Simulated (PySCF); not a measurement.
## Functional benchmark on one molecule

Molecule: `Nc1ccccc1Cl`, C₆H₆ClN.

Numbering as in the mapped SMILES `[NH2:1][c:2]1[cH:3][cH:4][cH:5][cH:6][c:7]1[Cl:8]` (H(Xn): hydrogen on atom n).

Geometry PBE0-D3(BJ)/def2-SVP throughout; GIAO in PySCF, gas phase, one conformer, non-relativistic; equivalent atoms averaged; basis pcSseg-1.

Reference values (measured; solution, CDCl3; Viesser, Ducati, Tormena, Autschbach, PCCP 2018 (ESI)): δ(C7) = 119.5 ppm. Computed shifts are taken against TMS, calculated as an isolated molecule at each level.

How do the functionals HF, BP86, KT3, B97-D, B3LYP, PBE0, B97-2, BHandHLYP, CAM-B3LYP, LC-wPBE perform against the reference? Times are CPU seconds on shared hosts with different chips, so compare them loosely; the GGAs took longer than the global hybrids here, which isn't the general rule, and the cause wasn't traced.

Answers


```tsv
functional	kind	C7	abs. error C	core-s
HF	Hartree–Fock	123.7	4.2	10
BP86	GGA	125.6	6.1	26
KT3	GGA	116.8	2.7	30
B97-D	GGA	122.5	3.0	30
B3LYP	global hybrid	128.1	8.6	19
PBE0	global hybrid	126.0	6.5	23
B97-2	global hybrid	123.8	4.3	19
BHandHLYP	global hybrid	128.0	8.5	18
CAM-B3LYP	range-separated hybrid	128.9	9.4	30
LC-wPBE	range-separated hybrid	127.5	8.0	39
```

For $^{13}$C the closest is KT3 (2.7 ppm, with B97-D practically level) and the furthest CAM-B3LYP (9.4 ppm). One molecule is a small sample, and vibrational and solvent effects are absent from the calculation.
